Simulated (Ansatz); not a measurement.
Ansatz (an electronic-structure program) input:
A basis named .json is the Basis Set Exchange file of that set.

Ansatz 0.2 input:
```yaml
crystal:
  periodic: [false, false, false]
  atoms:
    - {symbol: N, position_ang: [-0.00000000, -0.00000000, -0.75733144]}
    - {symbol: O, position_ang: [0.00000000, 0.00000000, 0.66266501]}
basis:
  gaussian:
    orbitals: def2-QZVPPD.json
    fitting: {mean_field: def2-universal-jkfit, correlation: def2-QZVPPD-RIFIT.json}
total_charge: 1
magnetization: {spin_polarized: true, initial_magnetization: 2}
correlation: {method: mp2, electrons: outside_noble_gas}
```

Which total energy does the run end on?

-129.06054 Eh (RI-MP2/def2-QZVPPD). The basis has 129 functions.

This state (charge 1, triplet) is run at the relaxed geometry of the species with charge 0 and multiplicity 4.

The determinant is spin-contaminated: <S^2> is 2.77 against 2.00 for a pure state.
